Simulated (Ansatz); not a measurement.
Cost and result for the atomization energy of `Cl[SiH]1O[SiH2]1` (7 atoms, 7 bonds).

Cartesian coordinates in Å:
```
Cl -2.119 -1.698 -0.100
Si -1.032 0.008 0.178
O -0.002 0.391 -1.087
Si 1.153 0.078 0.127
H -1.988 1.076 0.535
H 2.002 -1.108 -0.138
H 1.986 1.253 0.484
```

Total charge 0; spin multiplicity 1. The structure was optimised at the PBE0-D4/def2-TZVP level. Program: Ansatz. All runs use 2 threads of an Arm Neoverse V1 on a shared host. Times are those of one run each, without the atoms' runs, and a repeat can differ threefold. Electronic energies, without spin–orbit coupling; frozen cores. CCSD(T)/CBS adds CCSD(T) − MP2 in def2-TZVPP to the MP2 limit, and its time is that of the two runs behind it. T1 = 0.014.

CCSD(T)/CBS is a level of theory with its own doubt, some kJ/mol a heavy atom from the limit and from the frozen cores, so smaller differences don't rank the functionals.

| level | functions | wall time | atomization (kcal/mol) | difference from CCSD(T)/CBS | per bond |
| --- | --- | --- | --- | --- | --- |
| LDA (SPW92)/def2-TZVPP | 199 | 1.5 s | 627.0 | 74.4 | 10.6 |
| CCSD(T)/def2-SVP | 83 | 2.2 s | 495.2 | -57.4 | -8.2 |
| revPBE-D4/def2-TZVPP | 199 | 2.5 s | 540.5 | -12.1 | -1.7 |
| BLYP-D4/def2-TZVPP | 199 | 2.5 s | 543.7 | -8.9 | -1.3 |
| PBE-D4/def2-TZVPP (with forces) | 199 | 3 s | 553.9 | 1.3 | 0.2 |
| PBE0-D4/def2-TZVPP | 199 | 3.6 s | 544.3 | -8.3 | -1.2 |
| BHLYP-D4/def2-TZVPP | 199 | 3.9 s | 530.3 | -22.3 | -3.2 |
| r2SCANh-D4/def2-TZVPP | 199 | 6.5 s | 549.5 | -3.1 | -0.4 |
| PBE-QIDH/def2-TZVPP | 199 | 6.5 s | 543.9 | -8.7 | -1.2 |
| ωB97M-V/def2-TZVPP (with forces) | 199 | 15 s | 552.6 | 0.0 | 0.0 |
| MP2/def2-QZVPP | 357 | 18 s | 557.9 | 5.3 | 0.8 |
| CCSD(T)/def2-TZVPP | 199 | 62 s | 532.6 | -20.0 | -2.8 |
| CCSD(T)/CBS(def2) | – | 80 s | 552.6 | 0.0 | 0.0 |

From r2SCAN to r2SCAN0 (25 % exact exchange), in def2-TZVPP and without D4, the atomization energy moves by −11.7 kcal/mol: exact exchange takes away binding that semilocal exchange gives to molecules. At CCSD(T), def2-SVP lies −57.4 kcal/mol from the extrapolated value and def2-TZVPP −19.9 kcal/mol: correlation converges slowly with the basis, and small sets miss more of it in the bonded molecule than in its fragments. The D4 term adds +7.0 kcal/mol with B3LYP and +3.6 kcal/mol with PBE0; it sums over pairs of atoms, weighted by their polarisabilities, and B3LYP, whose exchange is more repulsive, gets the larger term.

B3LYP here is the variant with VWN-RPA as its local correlation; programs differ in this.
